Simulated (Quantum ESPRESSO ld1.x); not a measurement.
Species: Ni+. Configuration: [Ar] 3d9.

Calculated with ld1.x of Quantum ESPRESSO 7.5: non-relativistic Kohn-Sham, LDA (Slater exchange, Perdew-Zunger correlation), spin-polarised, spherical densities, point nucleus; open shells are filled with parallel spins first.

Energy parts (hartree):
total: -1505.3538
kinetic: 1503.6745
electron-nucleus: -3592.2862
Hartree: 643.5512
exchange-correlation: -60.2933

Orbitals (lengths in bohr, moments of r in powers of bohr; <r^-3> diverges for s and p1/2; r(max) is where P^2 peaks; r(90%) holds 90 % of the orbital's charge):
orbital  occ.  eigenvalue (hartree)  r(max)  r(90%)  <r^-3>      <r>
1s up       1              -297.986   0.036  0.0978       -  0.05492
1s down     1              -297.986   0.036  0.0978       -  0.05492
2s up       1              -35.4064   0.208   0.385       -   0.2488
2s down     1              -35.3860   0.208   0.385       -   0.2488
2p up       3              -30.9631   0.166   0.355   596.9   0.2169
2p down     3              -30.9476   0.166   0.354   597.3   0.2168
3s up       1              -4.08313   0.652    1.13       -   0.7550
3s down     1              -4.04629   0.652    1.14       -   0.7558
3p up       3              -2.73124   0.652    1.22   74.92   0.7900
3p down     3              -2.69525   0.652    1.23   74.63   0.7913
3d up       5              -0.50668   0.631    1.90   6.588    1.057
3d down     4              -0.47540   0.636    1.94   6.462    1.077

The highest occupied level is 3d down at -12.936 eV. Virial ratio -V/T = 2.00112. The density falls to 0.001 e/bohr^3 at r = 3.36 bohr.
